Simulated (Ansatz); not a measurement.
Gas-phase reaction in SMILES: NB(N)O + H+ -> NB([NH3+])O
Geometries: B3LYP-D3(BJ)/def2-TZVP minima from Ansatz (an electronic-structure program), one conformer each, not searched for the lowest.

Quantity: proton affinity (electronic energy difference), positive where the reaction releases energy, in kJ/mol. Correlated levels leave the core frozen unless marked. Spin-orbit coupling is left out. No relativistic terms. Basis-set limits of correlation are two-point, X^-3; Hartree-Fock from the larger set.

| level | program | proton affinity (kJ/mol) |
|---|---|---|
| PBE-D3(BJ)/def2-TZVPD | Ansatz + dftd3 | 919.4 |
| revPBE-D3(BJ)/def2-TZVPD | Ansatz + dftd3 | 931.8 |
| PBE0-D4/def2-TZVP | Ansatz + dftd4 | 927.3 |
| LC-wPBE/def2-TZVPD | Ansatz | 922.3 |
| B2GP-PLYP-D4/def2-TZVPD | Ansatz + dftd4 | ? |
| SCS-MP2/cc-pVDZ | Ansatz | 962.3 |
| CCSD(T)/CBS(cc-pVTZ,cc-pVQZ) | Ansatz | ? |

**Question.** Complete the blanks.

**Answer.** 
- B2GP-PLYP-D4/def2-TZVPD, proton affinity (kJ/mol): 913.5
- CCSD(T)/CBS(cc-pVTZ,cc-pVQZ), proton affinity (kJ/mol): 920.2
